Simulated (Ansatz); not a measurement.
Start from `[NH2][Al]([NH2])[OH]` and change one atom or group to get `[NH2][Al]([OH])[Br]`.

Ansatz, PBE0-D4/def2-TZVP geometries, multiplicity 1. Each molecule was computed in one conformer, which needn't be the lowest.

Scalar relativity is left out up to krypton.

```tsv
property	`[NH2][Al]([NH2])[OH]`
size of the dipole moment (PBE/def2-TZVPP) / D	1.46
HOMO energy (ωB97M-V/def2-TZVPP) / eV	-9.28
LUMO energy (B3LYP/def2-TZVPP) / eV	-0.25
HOMO–LUMO gap (PBE/def2-TZVPP) / eV	4.71
LUMO energy (PBE/def2-TZVPP) / eV	-0.74
size of the dipole moment (B3LYP/def2-TZVPP) / D	1.52
```

(1) What does the change do to each property? (An estimate is asked.)

Results:

(1) The calculation gave: 
```json
{"property": "size of the dipole moment (PBE/def2-TZVPP) / D", "`[NH2][Al]([OH])[Br]`": "3.21", "shift": "1.75"}
{"property": "HOMO energy (ωB97M-V/def2-TZVPP) / eV", "`[NH2][Al]([OH])[Br]`": "-10.12", "shift": "-0.84"}
{"property": "LUMO energy (B3LYP/def2-TZVPP) / eV", "`[NH2][Al]([OH])[Br]`": "-0.80", "shift": "-0.55"}
{"property": "HOMO–LUMO gap (PBE/def2-TZVPP) / eV", "`[NH2][Al]([OH])[Br]`": "4.96", "shift": "0.25"}
{"property": "LUMO energy (PBE/def2-TZVPP) / eV", "`[NH2][Al]([OH])[Br]`": "-1.33", "shift": "-0.59"}
{"property": "size of the dipole moment (B3LYP/def2-TZVPP) / D", "`[NH2][Al]([OH])[Br]`": "3.30", "shift": "1.78"}
```

With PBE0 the HOMO falls by 0.84 eV and the LUMO falls by 0.57 eV, so the gap widens by about 0.27 eV. PBE moves the HOMO by -0.84 eV and ωB97M-V by -0.84 eV. The zero-point energy changes by -62.7 kJ/mol with -6 modes. Dipoles are sizes alone; their direction can turn.

B3LYP here is the variant with VWN-RPA as its local correlation; programs differ in this.

Spin–orbit coupling is left out; it splits and shifts lone-pair levels of the heavy atoms by tenths of an eV.
